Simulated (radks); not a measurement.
Spherical quantum dot in the effective-mass picture: electrons in a parabolic well V = omega^2 r^2 / 2 with omega = 1.02, all in effective atomic units (hartree* = m*/eps^2 hartree, bohr* = eps/m* bohr), one dielectric constant everywhere. Calculated with a radial shooting solver with Libxc functionals: non-relativistic Kohn-Sham, PBE, spin-polarised, spherical densities. Levels are named by radial order and angular momentum (1s, 1p, 1d, 2s, ...), and open shells are averaged over m.

N = 5, configuration 1s2 1p(up 3, down 0). This is the lowest configuration that the search found. Occupied and some empty levels:

| level | occupation | eigenvalue (hartree*) | <r> (bohr*) |
|---|---|---|---|
| 1s up | 1 | 4.1194 | 1.326 |
| 1s down | 1 | 4.2519 | 1.295 |
| 1p up | 3 | 4.8523 | 1.672 |
| 1p down | 0 | 5.0166 | 1.676 |
| 1d up | 0 | 5.6678 | 1.943 |
| 2s up | 0 | 5.8185 | 1.771 |
| 1d down | 0 | 5.8272 | 1.964 |
| 2s down | 0 | 5.9041 | 1.790 |
| 1f up | 0 | 6.5348 | 2.179 |
| 1f down | 0 | 6.6756 | 2.205 |

Energy (hartree*): total 16.2399, kinetic 4.2131, external 6.8537, Hartree 7.3305, exchange-correlation -2.1574.
